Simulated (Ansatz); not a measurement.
Input for Ansatz (an electronic-structure program): U-PBE/cc-pVTZ on GeH4Se (SMILES [GeH3][SeH]), a point of a bond scan (R = 1.383 Å).

Ansatz 0.2 input:
```yaml
crystal:
  periodic: [false, false, false]
  atoms:
    - {symbol: Ge, position_ang: [-1.09101478, 0.39859550, 0.13875590]}
    - {symbol: Se, position_ang: [1.11269607, -0.44681414, -0.15691432]}
    - {symbol: H, position_ang: [-1.28830379, 1.51866598, -0.64844309]}
    - {symbol: H, position_ang: [-2.01228532, -0.74391991, -0.30936001]}
    - {symbol: H, position_ang: [-1.33949231, 0.74448071, 1.61542516]}
    - {symbol: H, position_ang: [1.74280898, 0.79294562, 0.32474253]}
basis:
  gaussian:
    orbitals: cc-pVTZ
hamiltonian:
  xc: {name: PBE}
magnetization: {spin_polarized: true, initial_magnetization: 0}
```

The head of its log:

```
WARN ansatz: RAYON_NUM_THREADS=1 ignored (pool sized by the plan → 1); use --threads N
Functional definition: PBE
integrals: 0.07 GiB planned
977 factors; their error is unknown
mean field: 0.58 GiB planned
mean field evaluation 1: about -121915.7240 eV, gradient 1.7e1 eV
mean field evaluation 2: about -121916.3810 eV, gradient 1.3e1 eV
```

What total energy does the run end on?

-4480.3600 hartree.
